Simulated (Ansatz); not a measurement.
Wavefunction ladder for CH₈Al₂Si, SMILES `[CH3][Al]([AlH2])[SiH3]`

Z-matrix (Å, degrees):
```
C
Al 1 1.964
H 1 1.096 2 109.8
H 1 1.092 2 114.5 3 121.8
H 1 1.096 2 109.8 3 -116.4
Al 2 2.593 1 124.6 3 -121.8
Si 2 2.472 1 116.9 3 57.7
H 6 1.597 2 122.0 1 -90.3
H 6 1.597 2 122.2 1 91.2
H 7 1.493 2 114.8 1 8.0
H 7 1.494 2 111.4 1 129.9
H 7 1.495 2 110.2 1 -112.7
```

Total charge 0; spin multiplicity 1. Geometry: relaxed with PBE0-D4/def2-TZVP. Frozen core, restricted reference, Ansatz. CBS rows extrapolate triple and quadruple zeta; past MP2 they add the triple-zeta difference.

| basis | HF (Eh) | MP2 corr. |
| --- | --- | --- |
| def2-TZVPP | -815.30739 | -0.46319 |
| def2-QZVPP | -815.33213 | -0.49483 |

Q: Estimate the CCSD correlation energy and the (T) correction in each basis where they were run (hartree).

A: 
| basis | CCSD corr. | (T) |
| --- | --- | --- |
| def2-TZVPP | -0.53258 | -0.01840 |
| CBS(def2) | -0.58764 | as TZ |
